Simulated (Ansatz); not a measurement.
One change: `N[BH][GeH3]` becomes `N[B]([GeH3])CF`.

Ansatz, PBE0-D4/def2-TZVP geometries, multiplicity 1. Each molecule was computed in one conformer, which needn't be the lowest.

Scalar relativity is left out up to krypton.

```
                                      property  `N[BH][GeH3]`
           HOMO–LUMO gap (PBE/def2-TZVPP) / eV           5.24
           LUMO energy (B3LYP/def2-TZVPP) / eV          -0.64
            LUMO energy (PBE0/def2-TZVPP) / eV          -0.44
size of the dipole moment (PBE/def2-TZVPP) / D           2.66
         HOMO energy (ωB97M-V/def2-TZVPP) / eV          -9.96
          HOMO–LUMO gap (PBE0/def2-TZVPP) / eV           7.37
```

What does the change do to each property? (Estimate.)

Computed: 
```csv
property,`N[B]([GeH3])CF`,shift
HOMO–LUMO gap (PBE/def2-TZVPP) / eV,5.24,0.00
LUMO energy (B3LYP/def2-TZVPP) / eV,-0.61,0.03
LUMO energy (PBE0/def2-TZVPP) / eV,-0.40,0.04
size of the dipole moment (PBE/def2-TZVPP) / D,3.89,1.23
HOMO energy (ωB97M-V/def2-TZVPP) / eV,-9.97,-0.01
HOMO–LUMO gap (PBE0/def2-TZVPP) / eV,7.41,0.04
```

Dipoles are sizes alone; their direction can turn.

B3LYP here is the variant with VWN-RPA as its local correlation; programs differ in this.
